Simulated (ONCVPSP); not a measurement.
**C: one change to an ONCV potential, before and after**

carbon, optimised norm-conserving Vanderbilt (ONCV), made with ONCVPSP 4.0.1 (PBE, fully relativistic). Core [He], reference 2s2 2p1 (charge +1). Waves: 2s: rc 0.85 bohr, ncon 4, nbas 7, qcut 7.2 1/bohr, local; 2p: rc 2.15 bohr, ncon 4, nbas 8, qcut 7 1/bohr, 1 projector; d scattering state at 0.38 Ha: rc 2.05 bohr, ncon 4, nbas 8, qcut 4.1 1/bohr, 3 projectors, debl 3.5 Ha. Local part: the s channel. Core correction: polynomial model core, fcfact 0.25.

Open shells are filled in proportion to 2j + 1.

All-electron outer shells of the reference configuration (PBE, scalar-relativistic, ld1.x):

```
shell  level (eV)  outermost node (bohr)  outermost maximum (bohr)
   1s     -288.39                      –                      0.17
   2s      -25.76                   0.38                      1.17
   2p      -17.00                      –                      1.11
```

Change: all radii but the core radius scaled by about 1.06 (s 0.90, p 2.28, d 2.18 bohr).

Cutoffs: the cutoffs (Ha) at which the residual kinetic energy of the hardest occupied pseudo-wave falls to 1 and 0.1 mHa per electron; they do not see the model core or the augmentation charge, which bear on the density cutoff. Errors are all-electron minus pseudo energies relative to the spin-unpolarised reference configuration.

Problem. What does the change do?

Solution. The potential gets softer (38 Ha and 158 Ha → 20 Ha and 108 Ha); of the 4 tests that both files solve, the error grows in 1 and shrinks in 0 by more than 15 % and 0.3 meV (median size 112.9 → 127.1 meV); neither file shows a bound ghost. A larger radius leaves more room for a smooth pseudo-wave, so fewer plane waves are needed.

```tsv
quantity	base	changed
cutoff, loose	38 Ha	20 Ha
cutoff, tight	158 Ha	108 Ha
loose cutoff by channel	s 38 Ha, p 15 Ha	s 20 Ha, p 14 Ha
bound ghosts	none	none
GHOST(+) flags under 300 eV	none	none
error for 2s2 2p2, meV [ΔE -10.86 eV]	+30	+35
error for 2s2 2p0, meV [ΔE 24.16 eV]	+150	+169
error for 2s1 2p0, meV [ΔE 72.35 eV]	+414	+463
error for 2s1 2p3, meV [ΔE -2.38 eV]	+76	+85
rms error of d²Exc/dni dnj with the model core, mHa	8.97	9.17
```
